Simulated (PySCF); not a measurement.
C₆H₄F₂.
Geometry (GFN2-xTB, Å), atoms numbered from 1 in this order:
```
atom  x, y, z in Å
F1    -2.6842   -0.3492   -0.0704
C2    -1.3486   -0.1751   -0.0362
C3    -0.5293   -1.2905   -0.0159
C4     0.8417   -1.1123    0.0187
C5     1.3491    0.1753    0.0312
F6     2.6850    0.3480    0.0641
C7     0.5297    1.2906    0.0114
C8    -0.8417    1.1128   -0.0227
H9    -0.9649   -2.2767   -0.0270
H10    1.5130   -1.9557    0.0362
H11    0.9655    2.2766    0.0226
H12   -1.5142    1.9556   -0.0380
```

NICS = −σ at a ghost point: NICS(0) at the centroid of the ring atoms, NICS(1) 1 Å to either side along the normal of their mean plane, zz for the tensor component along that normal. Level: GIAO PBE0/pcSseg-1 (PySCF, non-relativistic, gas phase) on the GFN2-xTB geometry, one conformer.

Ring bond lengths (Å), with Mayer bond orders in brackets: C2–C3 1.384 (1.43), C3–C4 1.383 (1.40), C4–C5 1.384 (1.43), C5–C7 1.384 (1.43), C7–C8 1.383 (1.40), C8–C2 1.384 (1.43).

Task: Give the NICS values of each ring in ppm.

Result: 
```csv
ring,type,NICS(0),"NICS(1), two faces","NICS(1)zz, two faces",rms pucker (Å),"centre to ring atoms, mean (Å)"
C2–C3–C4–C5–C7–C8,6-membered carbocycle; formal bonds all aromatic,-11.7,-11.4 / -11.4,-27.5 / -27.5,0.00,1.38
```

Task: What do they say, and how far can they be read as aromaticity?

Result: 
- C2–C3–C4–C5–C7–C8: mean NICS(1)zz -27.5 ppm, shielded, aromatic by this magnetic criterion (flat ring, no four-coordinate atom).

Task: How equal are the bonds by HOMA? Use HOMA with the parameters of Krygowski (1993).

Result: 
- C2–C3–C4–C5–C7–C8: HOMA 1.00 = 1 − EN − GEO, with mean bond length 1.384 Å, EN = α(Ropt − mean)² = 0.005 and GEO = α × variance = 0.000. The geometric and the magnetic index point the same way.

Task: At the second NICS(1) probe listed for ring C2–C3–C4–C5–C7–C8, 1 Å off the ring, how large is the induced field along the normal in 1 T applied along it?

Result: NICSzz × B0 = -27.5 ppm × 1 T = -28 μT, against the applied field.

Task: List the ring angles and the Hirshfeld charges of the ring atoms.

Result: 
- C2–C3–C4–C5–C7–C8: C2 122.2° (+0.084 e), C3 118.9° (-0.059 e), C4 118.9° (-0.059 e), C5 122.2° (+0.084 e), C7 118.9° (-0.059 e), C8 118.9° (-0.059 e); sum 720.0° against 720° for a flat convex ring.

Task: What are the shieldings of the ring atoms and their hydrogens in the same run (means over atoms taken as equivalent)?

Result: 
| atoms | environment | σ isotropic (ppm) | principal values of the symmetric part, first atom (ppm) |
| --- | --- | --- | --- |
| C2 (×2) | aromatic C–F carbon | 18.6 | -65.8, 35.0, 86.6 |
| C3 (×4) | aromatic CH carbon | 64.3 | -20.5, 45.7, 167.7 |
| H9 (×4) | aromatic hydrogen | 24.37 | 20.9, 25.1, 27.2 |
